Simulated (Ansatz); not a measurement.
Basis-set extrapolation for BClH$_{7}$NSi$_{2}$, SMILES `[SiH3]N([SiH3])BCl` (PBE0-D4/def2-TZVP geometry, frozen core, Ansatz 0.2.0). Multiplicity 1, RHF reference.

```
                       def2-TZVPP    def2-QZVPP
                 HF  -1120.768351  -1120.803562
    MP2 correlation     -0.750903     -0.809804
CCSD(T) correlation     -0.849299       not run
```

Energies in hartree. Use E(X) = E(∞) + A·exp(−7.88·√X) for Hartree–Fock and E(X) = E(∞) + B·X^(−2.97) for correlation, with X = 3 and 4, and add CCSD(T) minus MP2 of the smaller set to the MP2 limit.

Task: What is the CCSD(T) energy at the basis-set limit?

Result: HF limit: -1120.803562 + (-0.035211) × 0.13774 = -1120.80841. MP2 limit: -0.809804 + (-0.058901) × 0.74074 = -0.85343. Higher-order term: -0.849299 − (-0.750903) = -0.09840. Total: -1121.76024 hartree, 89.5 kcal/mol below CCSD(T)/def2-TZVPP.
